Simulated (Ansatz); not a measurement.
Ideal-gas functions of CH$_{3}$AlF$_{2}$, SMILES `F[CH](F)[AlH2]` at 600 K and 1 bar, from an Ansatz frequency run at PBE0-D4/def2-TZVP.

Molar mass 80.01 g/mol, point group C1 (symmetry number 1), electronic degeneracy 1, moments of inertia 43.459, 118.416, 141.465 u Å². Harmonic wavenumbers (cm⁻¹, unscaled): 176, 223, 336, 431, 492, 584, 631, 728, 757, 1172, 1230, 1368, 1951, 1967, 3112.

Use S(trans) = R[1.5 ln M + 2.5 ln T − 1.1517]; rotational temperatures θ = 24.2544 K / I; S(rot) = R[ln(√π/σ · √(T³/θAθBθC)) + 1.5]; for each mode x = 1.438777 ν̃/T, S = R[x/(eˣ − 1) − ln(1 − e⁻ˣ)] and H = RT x/(eˣ − 1); 1 cm⁻¹ = 0.0119627 kJ/mol; R = 8.31446 J/(mol·K).

Question: By hand: the entropy, in J/(mol·K).

Answer: Translation 178.0. Rotation: θ = 0.5581, 0.2048, 0.1715 K, giving 113.4. Vibration, mode by mode: 15.55, 13.62, 10.33, 8.40, 7.41, 6.16, 5.62, 4.66, 4.41, 2.01, 1.80, 1.38, 0.44, 0.43, 0.04, in all 82.3. Electronic 0.0. Sum 373.7 J/(mol·K).

Question: By hand: H − E and G − E in kJ/mol, counted from the electronic energy.

Answer: Zero-point energy ½ × 15158 × 0.0119627 = 90.7; thermal vibration 27.3; translation, rotation and pV give 4 RT = 20.0. H − E = 138.0 kJ/mol, and G − E = 138.0 − 600 × 373.7/1000 = -86.2 kJ/mol.

Vibration gives 22 % of the entropy. The sum counts one conformer and one mirror image; others add a mixing term.
